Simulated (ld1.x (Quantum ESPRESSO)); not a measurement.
# Before and after: RRKJ potential for F (Z = 9)

fluorine (F), norm-conserving RRKJ (Kleinman–Bylander form), made with ld1.x (Quantum ESPRESSO) 7.5 (LDA (PZ), scalar-relativistic). Core [He], reference 2s2 2p5. Waves: 2s (bound): rc 0.65 bohr; 3d channel at 0.15 Ry: rc 1.30 bohr; 2p (bound): rc 1.30 bohr. Local part: the p channel. Core correction: none.

Change: core correction a·sin(br)/r model core inside 0.48 bohr.

Cutoffs: the cutoffs (Ry, on a coarse ladder) from which the occupation-weighted sum of valence levels, in a spherical-Bessel basis at the reference potential, stays within 10 and 1 mRy of its value at 400 Ry; they do not see the model core or the augmentation charge, which bear on the density cutoff. Errors are all-electron minus pseudo energies relative to the spin-unpolarised reference configuration.

Predict the effect on cutoff, ghosts and configuration errors.

The potential gets neither clearly harder nor softer (140 Ry and 200 Ry → 140 Ry and 200 Ry); of the 9 tests that both files solve, the error grows in 0 and shrinks in 3 by more than 15 % and 0.3 meV (median size 24.4 → 24.1 meV); neither file shows a bound ghost. Exchange and correlation are not linear in the density, so unscreening with the valence charge alone errs where core and valence overlap; a model core restores that term. A model core, the more so a compact one, raises the density cutoff, which this test does not measure.

| quantity | base | changed |
| --- | --- | --- |
| cutoff, loose | 140 Ry | 140 Ry |
| cutoff, tight | 200 Ry | 200 Ry |
| bound ghosts | none | none |
| error for 2s2 2p4, meV [ΔE 19.56 eV] | -9.1 | -9.7 |
| error for 2s2 2p3, meV [ΔE 58.07 eV] | +32 | +26 |
| error for 2s2 2p2, meV [ΔE 118.80 eV] | +363 | +336 |
| error for 2s2 2p5.3, meV [ΔE -2.73 eV] | -0.8 | -0.8 |
| error for 2s1 2p5, meV [ΔE 38.21 eV] | -42 | -42 |
| error for 2s1 2p6, meV [ΔE 18.39 eV] | +24 | +24 |
| error for 2s2 2p4.5, meV [ΔE 7.63 eV] | -3.4 | -3.5 |
| error for 2s2 2p5 (spin-polarised), meV [ΔE -0.38 eV] | +24 | +13 |
| error for 2s2 2p4 (spin-polarised), meV [ΔE 17.72 eV] | +106 | +49 |
| s: phases at 1.40 bohr within 0.05 rad from the reference energy up to (Ry; the scan ends near 5) | to the end of the scan | to the end of the scan |
| p: phases at 1.40 bohr within 0.05 rad from the reference energy up to (Ry; the scan ends near 5) | 4.0 | 4.0 |
| d: phases at 1.40 bohr within 0.05 rad from the reference energy up to (Ry; the scan ends near 5) | to the end of the scan | to the end of the scan |
